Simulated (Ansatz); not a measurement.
CH4AlClGaN (`[CH3][Ga]1[NH][Al]1[Cl]`) from Hartree–Fock to CCSD(T)

Cartesian coordinates in Å:
```
C 1.644 1.173 0.102
Ga -0.163 0.420 0.020
N -0.702 -1.405 -0.115
Al -2.276 -0.607 -0.073
Cl -4.275 -1.242 -0.140
H 1.918 1.349 1.144
H 2.360 0.473 -0.334
H 1.699 2.123 -0.431
H -0.204 -2.284 -0.173
```

Charge 0, multiplicity 1. Correlated methods include outer-core shells of Ga, which these sets cover unevenly. Scalar relativity is left out up to krypton. All single points use the PBE0-D4/def2-TZVP geometry. Frozen core, restricted reference, Ansatz.

```csv
basis,HF (Eh),MP2 corr.,CCSD corr.,(T),CCSD(T) total
def2-SVP,-2718.85829,-0.71478,-0.74167,-0.02581,-2719.62577
def2-TZVPP,-2719.46250,-0.87158,-0.89982,-0.04193,-2720.40425
def2-QZVPP,-2719.52619,-1.17050,–,–,–
```
